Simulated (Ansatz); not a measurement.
Ligand exchange: MgH(CH3) + CH2BrCl → MgHCl + C2H5Br

Species: MgH(CH3), singlet; CH2BrCl (bromochloromethane) `ClCBr`, singlet; MgHCl `[MgH][Cl]`, singlet; C2H5Br (bromoethane) `CCBr`, singlet. The partners trade CH3 for Cl: Mg–CH3 and C–Cl bonds give way to Mg–Cl and C–CH3.

Shapes, held fixed at every level: PBE0-D4/def2-TZVP. Programs: Ansatz 0.2.0. The zero-point and thermal change to 298 K, harmonic and unscaled (PBE0-D4/def2-TZVP), is +10.6 kJ/mol.

```tsv
level	kind	ΔH(298 K) (kJ/mol)	less CCSD(T)/def2-TZVPP	CPU time (sum over the molecules)
HF/def2-SVP	Hartree–Fock	-304.5	-54.4	–
BHLYP-D4/def2-TZVPP	global hybrid	-263.0	-12.9	13 s
PBE0-D4/def2-TZVPP	global hybrid	-248.2	+1.9	14 s
r2SCAN0-D4/def2-TZVPP	global hybrid	-260.1	-10.0	25 s
wB97X-V/def2-TZVPP	range-separated hybrid	-253.2	-3.1	37 s
B2PLYP/def2-TZVPP	double hybrid	-251.4	-1.3	22 s
CCSD/def2-SVP	coupled cluster or CI	-279.5	-29.4	–
CCSD(T)/def2-TZVPP	coupled cluster or CI	-250.1	0.0	87 s
```

The highest level, CCSD(T)/def2-TZVPP, gives ΔH(298 K) = -250.1 kJ/mol; the levels span -304.5 to -248.2. The column of differences is taken from that level and isn't an error. No measured value is set beside it here. Relativity is left out for Br unless named. Correlated rows may include outer-core shells of Br, Mg, which these sets cover unevenly. Times are processor times on shared x86 and Arm servers, and rough.
